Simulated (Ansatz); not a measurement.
Consider the ligand exchange at the Hf–Br bond: `[Cl][Hf]([Cl])([Br])[Br]` + H–F → `[F][Hf]([Cl])([Cl])[Br]` + HBr.

Isolated molecules relaxed with PBE0-D4/def2-TZVP in Ansatz; ΔE leaves out vibrations. CCSD(T)/CBS adds triple-zeta CCSD(T) − MP2 to the extrapolated MP2 energy (def2 sets, frozen cores). This one scheme is used for every species. Functionals use def2-TZVPP. B3LYP here is the variant with VWN-RPA as its local correlation; programs differ in this. HSE06 is defined as in plane-wave codes. def2 core potentials past Kr. For Br, Hf outer-core shells are correlated without core-valence functions, which leaves a few kJ/mol of doubt a bond. Scalar relativity is left out up to krypton.

```json
{"level": "r2SCAN0-D4", "ΔE (kJ/mol)": "-17.6"}
{"level": "CAM-B3LYP-D4", "ΔE (kJ/mol)": "-33.1"}
{"level": "r2SCAN", "ΔE (kJ/mol)": "-26.4"}
{"level": "B3LYP", "ΔE (kJ/mol)": "-32.4"}
{"level": "HSE06", "ΔE (kJ/mol)": "-19.6"}
{"level": "HF/def2-TZVPP", "ΔE (kJ/mol)": "-24.0"}
{"level": "HF/def2-QZVPP", "ΔE (kJ/mol)": "-25.5"}
{"level": "MP2/CBS(def2)", "ΔE (kJ/mol)": "1.7"}
```

What does CCSD(T)/CBS give? (Best estimate.)

Ansatz gave: -9.9 kJ/mol. The listed levels differ from it by -7.7, -23.2, -16.5, -22.5, -9.7, -14.1, -15.6, 11.6 kJ/mol.

Largest T1 diagnostic among the species: 0.013.

From BLYP to BHLYP (50 % exact exchange), in def2-TZVPP and without D4, ΔE moves by +13.2 kJ/mol. The D4 term adds +7.6 kJ/mol with B3LYP and +4.3 kJ/mol with PBE0; it sums over pairs of atoms, weighted by their polarisabilities, and B3LYP, whose exchange is more repulsive, gets the larger term.

CCSD(T)/CBS has its own doubt, a few kJ/mol and more with outer-core shells, so smaller differences from it don't rank the levels.
